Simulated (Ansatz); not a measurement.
C7H9O (SMILES C[OH+]c1ccccc1), charge +1, singlet, at a GFN2-xTB geometry; B3LYP5/STO-3G run with Ansatz (a quantum-chemistry and plane-wave program).

Ansatz was given this input:
Ansatz 0.2 input:
```yaml
crystal:
  periodic: [false, false, false]
  atoms:
    - {symbol: C, position_ang: [2.68581111, 0.47233117, -0.23426577]}
    - {symbol: O, position_ang: [1.70989725, 0.21900805, 0.81386579]}
    - {symbol: C, position_ang: [0.34471567, 0.03250646, 0.32907195]}
    - {symbol: C, position_ang: [0.01222459, -1.19816702, -0.20327298]}
    - {symbol: C, position_ang: [-1.28799653, -1.38978475, -0.64407141]}
    - {symbol: C, position_ang: [-2.21537241, -0.36423910, -0.54765958]}
    - {symbol: C, position_ang: [-1.85671093, 0.86026071, -0.00676033]}
    - {symbol: C, position_ang: [-0.56031393, 1.07014763, 0.43843242]}
    - {symbol: H, position_ang: [3.66463036, 0.55667222, 0.23538758]}
    - {symbol: H, position_ang: [2.67916004, -0.38406176, -0.90637054]}
    - {symbol: H, position_ang: [2.44929023, 1.37869168, -0.79224115]}
    - {symbol: H, position_ang: [1.70573102, 0.97635760, 1.43676038]}
    - {symbol: H, position_ang: [0.74141377, -1.99032729, -0.25934878]}
    - {symbol: H, position_ang: [-1.57168239, -2.34338551, -1.05898733]}
    - {symbol: H, position_ang: [-3.22491764, -0.52078929, -0.89251364]}
    - {symbol: H, position_ang: [-2.58071358, 1.65504338, 0.07210182]}
    - {symbol: H, position_ang: [-0.27623520, 2.02140386, 0.86543975]}
basis:
  gaussian:
    orbitals: STO-3G
hamiltonian:
  xc: b3lyp5
total_charge: 1
```

It wrote (shortened):

```
Functional definition: B3LYP5
701 factors; integrals over basis functions are off by at most 4.3e-5 eV
mean field evaluation 1: about -9321.2811 eV, gradient 1.6e1 eV
mean field evaluation 2: about -9321.3265 eV, gradient 1.7e1 eV
mean field evaluation 4: about -9322.2616 eV, gradient 1.3e0 eV
mean field evaluation 8: about -9322.1336 eV, gradient 5.2e-2 eV
mean field evaluation 16: about -9322.1336 eV, gradient 5.6e-6 eV
mean field -9322.13356695 eV, -342.5820898164 hartree, gradient 5.6e-6 eV, S^2 0.000000; 0 other end points of the search recorded, 0 dependent functions left out
reference -9322.13381749 eV, -342.5820990235 hartree; 29, 29 occupied and 20, 20 virtual orbitals, 701 factors
Total energy: -9322.13381749 eV, -342.5820990235 hartree
```
